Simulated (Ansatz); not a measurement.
In9P10H28⁺, a nanocrystal cut from zinc blende InP (hydrogen-capped). The state is a singlet with charge 1. Geometry PBE-D4/def2-SVP, basis def2-SVP, Ansatz.

Cartesian coordinates in Å:
```
P -0.994 -3.864 -1.642
P 0.285 -3.556 2.425
P -0.292 -0.813 -4.227
P 0.943 -0.440 -0.265
P 1.725 2.707 -2.884
P -2.202 1.829 -1.478
P 2.942 3.001 0.979
P -2.872 -1.082 0.986
P -1.039 2.104 2.206
P 2.212 -0.216 3.699
In -0.968 -3.417 -4.295
In -0.737 -2.279 0.403
In 1.816 -2.758 4.488
In -3.802 -0.277 -1.359
In -0.012 0.873 -2.268
In 1.249 1.173 1.723
In 3.403 4.188 -1.391
In -1.477 3.757 0.185
In -2.322 0.067 3.307
H -2.220 -4.540 -1.339
H -0.113 -4.961 -1.370
H 0.887 -4.724 1.854
H -0.867 -4.201 2.980
H 0.880 -0.639 -5.031
H -1.204 -0.118 -5.086
H 2.201 -1.028 -0.617
H 2.474 2.152 -3.972
H 0.934 3.616 -3.657
H -2.561 2.502 -2.696
H 4.201 2.573 1.513
H 2.689 4.042 1.929
H -3.650 -2.242 1.320
H -0.666 2.949 3.306
H 3.624 0.023 3.661
H 1.918 0.624 4.822
H 0.492 -4.184 -4.806
H -2.628 -3.415 -4.743
H 3.336 -3.508 4.157
H 0.722 -2.630 5.808
H -3.029 -1.398 -2.473
H -5.451 0.210 -1.233
H 2.624 5.716 -1.261
H 4.957 3.581 -1.834
H 0.155 4.125 -0.357
H -2.800 4.809 0.525
H -1.001 -0.925 3.911
H -3.763 0.598 4.092
```

```
run  HOMO (eV)  LUMO (eV)
  A      -9.21      -4.51
  B      -8.68      -4.88
  C      -9.58      -4.27
  D      -9.04      -4.63
  E      -8.43      -5.03
  F      -9.42      -4.35
```

In the def2 sets In takes a core potential; there is no spin–orbit coupling. B3LYP takes the VWN-RPA correlation. Single mean-field runs in def2-SVP are fitted with def2-universal-jkfit.

Q: The runs used B3LYP, PBE, PBE0, r2SCAN, r2SCAN0, r2SCANh. Estimate which is which.

A: A B3LYP (20 % exact exchange); B r2SCAN (0 % exact exchange); C r2SCAN0 (25 % exact exchange); D r2SCANh (10 % exact exchange); E PBE (0 % exact exchange); F PBE0 (25 % exact exchange). Exact exchange lowers occupied and raises empty levels; among semilocal functionals meta-GGAs tend to open the gap a little, and such runs are hard to tell apart. The gap grows from 3.40 eV (PBE) to 5.32 eV (r2SCAN0).
